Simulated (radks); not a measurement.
Q: Method: scalar-relativistic Kohn-Sham, BLYP, spin-polarised, spherical densities, point nucleus; open shells are filled with parallel spins first (spin-orbit coupling, left out, can overturn this in heavy ions); computed with a radial shooting solver on a logarithmic mesh with Libxc functionals. Each species is in its NIST ground configuration. Rank I, Nb, Te, Xe, Ru, Rh, Ag, Rb, Cd, Sn, Zr, Mo, In, Pd, Tc, Sr, Sb by radius at which the density is 0.001 e/bohr^3 (bohr), largest first.

A: Sr 5.23, Zr 5.07, Nb 4.77, Tc 4.76, Sn 4.72, Sb 4.68, Mo 4.65, In 4.64, Te 4.63, Rb 4.57, I 4.54, Ru 4.49, Xe 4.44, Rh 4.41, Cd 4.39, Ag 4.27, Pd 4.11.
